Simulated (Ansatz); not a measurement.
Cost and result for the atomization energy of CH$_{5}$ClGeSi, SMILES `Cl[SiH]1[CH2][GeH2]1` (9 atoms, 9 bonds).

```xyz
9

Cl   -1.504   -0.366    2.420
Si   -0.928   -0.608    0.468
C    -0.271    0.893   -0.414
Ge    1.255   -0.420   -0.204
H    -1.913   -1.452   -0.243
H    -0.625    1.104   -1.421
H    -0.141    1.804    0.167
H     1.772   -1.039   -1.504
H     2.356    0.082    0.730
```

Total charge 0; spin multiplicity 1. Correlated methods include outer-core shells of Ge, which these sets cover unevenly. Scalar relativity is left out up to krypton. All single points use the PBE0-D4/def2-TZVP geometry. Program: Ansatz. All runs use 4 threads of an Arm Neoverse V1 on a shared host. Times are those of one run each, without the atoms' runs, and a repeat can differ threefold. Electronic energies, without spin–orbit coupling; frozen cores. CCSD(T)/CBS adds CCSD(T) − MP2 in def2-TZVPP to the MP2 limit, and its time is that of the two runs behind it. T1 = 0.011. With those shells the extrapolation isn't a true limit. B3LYP takes the VWN-RPA correlation (the form of Gaussian; ORCA's B3LYP/G).

CCSD(T)/CBS is a level of theory with its own doubt, some kJ/mol a heavy atom from the limit and from the frozen cores, so smaller differences don't rank the functionals.

```
                             level  functions  wall time
   PBE-D4/def2-TZVPP (with forces)        233      2.6 s
                PBE0-D4/def2-TZVPP        233      3.4 s
 B3LYP-D4/def2-TZVPP (with forces)        233        5 s
r2SCAN-D4/def2-TZVPP (with forces)        233      5.5 s
                 B2PLYP/def2-TZVPP        233      5.5 s
                ωB97X-V/def2-TZVPP        233      8.5 s
  ωB97M-V/def2-TZVPP (with forces)        233       13 s
                    MP2/def2-QZVPP        436       22 s
                CCSD(T)/def2-TZVPP        233      120 s
                 CCSD(T)/CBS(def2)          –    2.4 min
```

Task: What atomization energy does each give, and how far from CCSD(T)/CBS? (An estimate is asked.)

Result: Ansatz gave: 
```
                             level  atomization (kJ/mol)  difference from CCSD(T)/CBS  per bond
   PBE-D4/def2-TZVPP (with forces)                2836.2                         11.3       1.3
                PBE0-D4/def2-TZVPP                2813.0                        -11.9      -1.3
 B3LYP-D4/def2-TZVPP (with forces)                2788.8                        -36.1      -4.0
r2SCAN-D4/def2-TZVPP (with forces)                2835.6                         10.7       1.2
                 B2PLYP/def2-TZVPP                2764.0                        -60.9      -6.8
                ωB97X-V/def2-TZVPP                2835.1                         10.2       1.1
  ωB97M-V/def2-TZVPP (with forces)                2812.1                        -12.8      -1.4
                    MP2/def2-QZVPP                2816.7                         -8.2      -0.9
                CCSD(T)/def2-TZVPP                2751.2                        -73.7      -8.2
                 CCSD(T)/CBS(def2)                2824.9                          0.0       0.0
```

From PBE to PBE0 (25 % exact exchange), in def2-TZVPP and without D4, the atomization energy moves by −19.8 kJ/mol: exact exchange takes away binding that semilocal exchange gives to molecules. In def2-TZVPP, CCSD(T) changes the Hartree–Fock value by +699.5 kJ/mol (the triples alone add +44.5 kJ/mol) and MP2 by +722.1 kJ/mol; breaking electron pairs costs correlation energy, which Hartree–Fock lacks. The D4 term adds +36.9 kJ/mol with B3LYP and +19.2 kJ/mol with PBE0; it sums over pairs of atoms, weighted by their polarisabilities, and B3LYP, whose exchange is more repulsive, gets the larger term.
